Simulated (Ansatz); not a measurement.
Reaction (ligand exchange at the Si–O bond): `O[SiH2][SiH3]` + `CSS` → `CSS[SiH2][SiH3]` + H₂O

Isolated molecules relaxed with PBE0-D4/def2-TZVP in Ansatz; ΔE leaves out vibrations. CBS: MP2 limit from def2 TZ/QZ plus the TZ coupled-cluster correction, frozen cores. This one scheme is used for every species. DFT in def2-TZVPP. B3LYP here is the variant with VWN-RPA as its local correlation; programs differ in this. Each species was taken in one conformer, which may not be the lowest.

(1) Is it downhill or uphill in electronic energy at CCSD(T)/CBS, and by how much? (Best estimate.)

(2) What do these levels give: B3LYP-D4, ωB97X-V, ωB97M-V, PBE, r2SCAN, PBE0, HF/def2-TZVPP, SCS-MP2/def2-TZVPP, CCSD/def2-TZVPP, HF/def2-QZVPP, MP2/CBS(def2), CCSD/CBS(def2)? (Estimate.)

Largest T1 diagnostic among the species: 0.013.

Answers

(1) Ansatz gave: Uphill: ΔE = +0.12 eV.

(2) The calculation gave: B3LYP-D4 0.17, ωB97X-V 0.21, ωB97M-V 0.19, PBE 0.16, r2SCAN 0.20, PBE0 0.17, HF/def2-TZVPP 0.46, SCS-MP2/def2-TZVPP 0.21, CCSD/def2-TZVPP 0.23, HF/def2-QZVPP 0.47, MP2/CBS(def2) 0.06, CCSD/CBS(def2) 0.17 eV.

The D4 term adds −0.17 eV with B3LYP and −0.10 eV with PBE0; it sums over pairs of atoms, weighted by their polarisabilities, and B3LYP, whose exchange is more repulsive, gets the larger term. In def2-TZVPP, CCSD(T) changes the Hartree–Fock value by −0.28 eV (the triples alone add −0.06 eV) and MP2 by −0.34 eV.
